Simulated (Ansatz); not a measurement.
Geometry optimisation, RKS revPBE-D4/def2-SVP (Ansatz 0.2.0).

The input (input.yaml):

```yaml
crystal:
  periodic: [false, false, false]
  atoms:
    - { symbol: C, position_ang: [1.3315, 1.9006, 0.3892] }
    - { symbol: C, position_ang: [0.5343, 1.0443, 0.9544] }
    - { symbol: "N", position_ang: [-0.2214, 0.1714, 1.5015] }
    - { symbol: Sn, position_ang: [-0.9472, -1.3301, 0.3867] }
    - { symbol: "N", position_ang: [-0.21767, -3.15433, 0.98544] }
    - { symbol: H, position_ang: [1.7229, 2.7571, 0.9613] }
    - { symbol: H, position_ang: [1.4878, 1.8968, -0.6842] }
    - { symbol: H, position_ang: [-2.67969, -1.34521, 0.39325] }
    - { symbol: H, position_ang: [-0.38507, -1.0062, -1.31846] }
    - { symbol: H, position_ang: [-0.53007, -3.2049, 1.98115] }
    - { symbol: H, position_ang: [0.82062, -3.03637, 0.98757] }
basis:
  gaussian: { orbitals: def2-SVP }
hamiltonian:
  xc: revpbe
  dispersion: d4
relax:
  f_tol: 0.015
  max_steps: 40
output:
  orbitals: {}
```

Launched with:

```bash
$ ansatz run input.yaml --threads 2 --pin off --max-ram 3072MiB --backend cpu --events-out ev --progress --plain --runs-dir out
```

Task: Where does it end, and by what steps?

Result: The run converged. After 34 steps the energy has fallen by 0.859 eV; H7 moved furthest, 1.26 Å.

```csv
step,energy less start (eV),largest force component (eV/Å),accepted
0,0.0000,3.588,yes
2,-0.4080,1.099,yes
4,-0.5589,2.958,yes
6,-0.7909,0.224,yes
8,-0.8308,0.547,yes
10,-0.8433,0.363,yes
12,-0.8403,0.226,no
14,-0.8506,0.048,yes
16,-0.8504,0.270,no
18,-0.8525,0.024,yes
20,-0.8533,0.110,yes
22,-0.8551,0.020,yes
24,-0.8561,0.129,yes
26,-0.8572,0.040,yes
28,-0.8569,0.121,no
30,-0.8583,0.026,yes
32,-0.8585,0.027,yes
34,-0.8586,0.012,yes
```

```xyz
11
Properties=species:S:1:pos:R:3
C 1.324 2.043 0.373
C 0.458 1.127 0.816
N -0.346 0.323 1.288
Sn -0.930 -1.425 0.209
N -0.273 -3.125 1.181
H 2.398 1.938 0.580
H 0.967 2.923 -0.181
H -2.653 -1.428 0.269
H -0.209 -1.395 -1.366
H -0.578 -3.125 2.166
H 0.757 -3.162 1.204
```

Time of the run: 78 s on 2 threads of Arm Neoverse V1, with other jobs on the host, peak memory 0.15 GiB.
